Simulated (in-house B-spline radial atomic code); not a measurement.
A fraction x of an electron is removed from 4d in Nb⁺, starting from [Kr] 4d4 and keeping the highest spin. All numbers are computed (scalar-relativistic (X2C) OLYP, spin-polarised, spherical fractional occupations; Fermi nucleus of rms radius 4.324 fm) with a radial B-spline atomic code at the basis-set limit, not measured.

```json
{"x": "0", "E(x) - E(0) (eV)": "0.0000", "4d up level (eV)": "-9.934"}
{"x": "0.01", "E(x) - E(0) (eV)": "0.0998", "4d up level (eV)": "-10.024"}
{"x": "0.14", "E(x) - E(0) (eV)": "1.4801", "4d up level (eV)": "-11.217"}
{"x": "0.34", "E(x) - E(0) (eV)": "3.9124", "4d up level (eV)": "-13.118"}
{"x": "0.38", "E(x) - E(0) (eV)": "4.4449", "4d up level (eV)": "-13.507"}
{"x": "0.5", "E(x) - E(0) (eV)": "6.1366", "4d up level (eV)": "-14.693"}
{"x": "0.61", "E(x) - E(0) (eV)": "7.8136", "4d up level (eV)": "-15.801"}
{"x": "0.71", "E(x) - E(0) (eV)": "9.4448", "4d up level (eV)": "-16.827"}
{"x": "0.87", "E(x) - E(0) (eV)": "12.2705", "4d up level (eV)": "-18.501"}
{"x": "0.9", "E(x) - E(0) (eV)": "12.8303", "4d up level (eV)": "-18.820"}
{"x": "1", "E(x) - E(0) (eV)": "14.7657", "4d up level (eV)": "-19.891"}
```

The exact functional would give a straight line between the two integer points. Deviations E(x) - E(0) - x[E(1) - E(0)], in eV: -0.048 at x = 0.01, -0.587 at x = 0.14, -1.108 at x = 0.34, -1.166 at x = 0.38, -1.246 at x = 0.5, -1.193 at x = 0.61, -1.039 at x = 0.71, -0.576 at x = 0.87, -0.459 at x = 0.9.

The curve lies below the straight line by up to 1.246 eV (at x = 0.5): convex, the delocalisation error that favours fractional charges.

Problem. How well does Slater's transition state (minus the level at half occupation) give the ionisation energy?

Solution. It gives 14.693 eV against 14.766 eV from the two total energies; NIST lists 14.32 eV, ground level to ground level.
